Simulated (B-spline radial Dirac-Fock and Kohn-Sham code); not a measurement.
## P⁴⁺ 2p1/2: cross section and angular parameters

System: phosphorus as P⁴⁺, [Ne] 3s1; threshold 197.8 eV (orbital energy of the model). Calculated with an atomic code on a B-spline grid, using Dirac-Hartree-Slater photoionisation with a Latter tail; cross sections with all multipoles, angular parameters from the dipole term and its interference with E2.

Input file task.json (cfg lists n, l and occupation; rrms is the nuclear radius in fm):

```json
{"items": [{
  "Z": 15,
  "q": 4,
  "cfg": [[1, 0, 2], [2, 0, 2], [2, 1, 6], [3, 0, 1]],
  "A": 31,
  "rrms": 3.1889,
  "do": "xps",
  "hv": [60, 60.7, 79.4, 80, 98.1, 100, 114.0, 139.0, 152.0, 158.0, 171.0, 249.0, 300, 338.0, 600, 667.0, 772.0, 832.0, 1200.0, 1240.0, 1253.6, 1290.0, 1680.0, 1810.0, 2984.4, 3070.0, 9251.7, 9770.0, 10500.0]
}]}
```

Command: `python xray2_run.py task.json out`

| hν (eV) | σ (kb) | β | γ | δ |
| --- | --- | --- | --- | --- |
| 249 | 793 | 1.348 | 0.014 | 0.012 |
| 300 | 515 | 1.447 | 0.065 | 0.014 |
| 338 | 383 | 1.475 | 0.101 | 0.015 |
| 600 | 84.6 | 1.434 | 0.281 | 0.023 |
| 667 | 62.7 | 1.406 | 0.315 | 0.025 |
| 772 | 41.1 | 1.363 | 0.363 | 0.028 |
| 832 | 33.0 | 1.338 | 0.387 | 0.031 |
| 1200 | 10.9 | 1.195 | 0.505 | 0.045 |
| 1240 | 9.89 | 1.181 | 0.515 | 0.046 |
| 1253.6 | 9.56 | 1.176 | 0.519 | 0.047 |
| 1290 | 8.74 | 1.163 | 0.528 | 0.048 |
| 1680 | ? | ? | ? | ? |
| 1810 | 2.97 | 1.008 | 0.634 | 0.070 |
| 2984.4 | 0.557 | 0.770 | 0.772 | 0.116 |
| 3070 | 0.505 | 0.757 | 0.779 | 0.119 |
| 9251.7 | 0.00950 | 0.345 | 1.067 | 0.296 |
| 9770 | 0.00774 | 0.330 | 1.083 | 0.307 |
| 10500 | 0.00589 | 0.311 | 1.106 | 0.323 |

Question: Give the values at 1680 eV.

Answer: σ = 3.78 kb, β = 1.043, γ = 0.612, δ = 0.064.
